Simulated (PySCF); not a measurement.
Energies from PySCF (xtb for GFN2), thermal terms from the rigid-rotor harmonic-oscillator model, ideal gas at 1 bar. The comparison is the NASA 1993 polynomial table, which mixes measured and estimated data. S°(298 K) at PBE0/def2-TZVP differs from the NASA 1993 table for Cu₃Cl₃ (-13 J/mol/K); whether the harmonic model or the table's entry is off was not settled. All species are closed-shell singlets. The harmonic model lacks anharmonicity and excited electronic states, which grow with temperature; levels with a mode under 35 cm⁻¹ are left out. Soft modes under 120 cm⁻¹ make the harmonic entropy rough for Cu₃Cl₃. The table's entry may be an old estimate for Cu₃Cl₃ (not checked at source).

Harmonic frequencies at GFN2-xTB (cm⁻¹): 47, 47, 62, 65, 65, 95, 199, 199, 232, 303, 303, 313. Point group D3h; S°(298 K) = 449.9 J/mol/K at this level.

Problem. Work out Cp and S° of gaseous Cu₃Cl₃ at 500, 800, 1200, 1600, 2000 K from these, and set them beside the table.

Solution. 
| T (K) | Cp GFN2-xTB | Cp table | S° GFN2-xTB | S° table |
|---|---|---|---|---|
| 500 | 130.6 | 129.9 | 516.5 | 495.5 |
| 800 | 132.1 | 131.7 | 578.3 | 557.0 |
| 1200 | 132.6 | 132.4 | 632.0 | 610.6 |
| 1600 | 132.8 | 132.7 | 670.1 | 648.7 |
| 2000 | 132.9 | 132.8 | 699.8 | 678.4 |
Units J/mol/K.
